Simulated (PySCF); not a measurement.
# C₆ coefficients of unlike pairs at LC-wPBE

Calculated with PySCF 2.14 from the dipole response of each species, C₆(A,B) = (3/π) ∫ α_A(iu) α_B(iu) du, in atomic units, from isotropic polarisabilities. For ions this is the dispersion term alone; charge-induced terms of lower order in 1/R come first.

```csv
species,configuration,basis,relativity,α (bohr³),C₆ (like pair)
Os(2+),[Xe] 4f14 5d6 (5D),def2-TZVPPD with the def2 core potential (60 electrons) (6s5p3d2f1g),core potential,9.827,62.73
Pb(3+),[Xe] 4f14 5d10 6s1 (2S),def2-QZVPPD with the def2 core potential (60 electrons) (8s6p5d4f1g),core potential,8.966,49.95
Cu(3+),[Ar] 3d8 (3F),aug-cc-pwCVDZ-PP with ECP10MDF (6s6p5d3f),core potential,1.407,3.115
Be,[He] 2s2 (1S),dyall-acv3z (15s9p4d2f),spin-free X2C,42.76,256.0
```

Q: Estimate C₆ for Be with Os(2+).

A: The integral gives 95.86. The combination rule 2 C_A C_B / (C_A α_B/α_A + C_B α_A/α_B) gives 96.81 and the geometric mean 126.7.

No spin-orbit coupling is included.

The other pairs:

```tsv
pair	C₆
Cu(3+), Os(2+)	12.93
Pb(3+), Os(2+)	55.87
Be, Cu(3+)	15.59
Cu(3+), Pb(3+)	11.71
Be, Pb(3+)	85.83
```
